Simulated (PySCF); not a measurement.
Molecule: C$_{2}$H$_{8}$Si (charge 0, singlet). SMILES: C[SiH2]C
Structure (B3LYP-D3(BJ)/def2-TZVP (Ansatz) minimum search):
```
Si
H 1 1.4863
H 1 1.4863 2 107.50
C 1 1.8769 2 109.51 3 -118.90
H 4 1.0916 1 111.22 2 58.82
H 4 1.0922 5 107.90 1 -121.83
H 4 1.0922 5 107.90 6 -116.34
C 1 1.8769 2 109.51 3 118.90
H 8 1.0916 1 111.22 2 -58.82
H 8 1.0922 9 107.90 1 121.83
H 8 1.0922 9 107.90 10 116.34
```

Dispersion corrections to the total energy (kcal/mol) from the dftd3 and dftd4 libraries through PySCF: D3(BJ) without and D4 with the three-body term, each with the damping fitted for the functional named.

```tsv
functional	D3(BJ)	D4
PW6B95	-2.19	(withheld)
BP86	-6.92	-5.26
HF	-35.77	-14.70
TPSSh	(withheld)	-4.89
PBE	-4.38	-4.00
revPBE	-11.06	-12.93
CAM-B3LYP	-3.38	(withheld)
```

Q: Fill in the missing entries.

A: 
- PW6B95, D4: -3.53
- TPSSh, D3(BJ): -5.03
- CAM-B3LYP, D4: -3.36
